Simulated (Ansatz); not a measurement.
C2H8AlBO3, SMILES `[CH3][Al]([CH3])[O]B(O)O` at its PBE0-D4/def2-TZVP geometry, where that method's forces vanish. The species carries charge 0 and has multiplicity 1.

```xyz
15

C     1.7675   -1.0310    0.6320
Al    0.6671    0.3582   -0.1682
C     1.2578    2.1430   -0.6661
O    -0.9581   -0.0198   -0.5500
B    -1.9878   -0.6886    0.0128
O    -3.0919   -1.0764   -0.7071
O    -1.9540   -0.9907    1.3524
H     2.6724   -0.6362    1.1009
H     1.2001   -1.5849    1.3851
H     2.0857   -1.7573   -0.1242
H     0.9747    2.8671    0.1064
H     0.7890    2.4776   -1.5957
H     2.3426    2.2083   -0.7845
H    -3.0216   -0.8104   -1.6259
H    -2.7435   -1.4590    1.6322
```

(1) What forces (eV/Å) does PBE-D4/def2-TZVPP give on these atoms in the Gaussian-basis code of Ansatz? (Estimate.)

## Answers

(1) The calculation gave: 
```
C1  -0.030  0.048 -0.019
Al2  0.238  0.060  0.056
C3  -0.016 -0.064  0.004
O4   0.091  0.215 -0.305
B5  -0.044 -0.028 -0.013
O6  -0.478 -0.284  0.146
O7   0.388  0.105  0.394
H8   0.172  0.069  0.087
H9  -0.103 -0.108  0.139
H10  0.063 -0.138 -0.136
H11 -0.049  0.136  0.138
H12 -0.085  0.070 -0.170
H13  0.199  0.016 -0.021
H14  0.029  0.124 -0.440
H15 -0.374 -0.222  0.140
```
